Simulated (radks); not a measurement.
Values are calculated unless marked as measured or tabulated.
Q: These are the eigenvalues of the occupied orbitals of an atom or ion with whole-number occupations (eV). Level of theory: non-relativistic Kohn-Sham, LB94 model potential, spin-polarised, spherical densities, point nucleus (a radial shooting solver on a logarithmic mesh with Libxc functionals).

1s up: -50463.93
1s down: -50463.93
2s down: -8181.936
2s up: -8181.922
2p up: -7807.917
2p down: -7807.824
3s up: -1896.094
3s down: -1895.881
3p up: -1726.340
3p down: -1726.158
3d up: -1408.901
3d down: -1408.855
4s up: -445.4336
4s down: -440.7697
4p up: -378.2241
4p down: -373.6438
4d up: -257.6165
4d down: -253.2285
5s up: -128.9048
5s down: -125.5816
5p up: -108.3736
4f up: -107.1837
5p down: -105.1625
4f down: -103.2685

Which element is it, and in what charge state? The configuration may be excited. Open shells, if any, are filled with parallel spins first.

A: Z = 66, dysprosium, charge +6: Dy6+ in [Kr] 4d10 4f8 5s2 5p4. The list shows which subshells hold electrons but not how many an open one holds; the 1s level, -1854.5 hartree, gives Z - s = 60.9 by -(Z - s)^2/2, which with screening narrows Z to a few neighbours, and the depths of the outer levels then fix element, charge and occupations together.
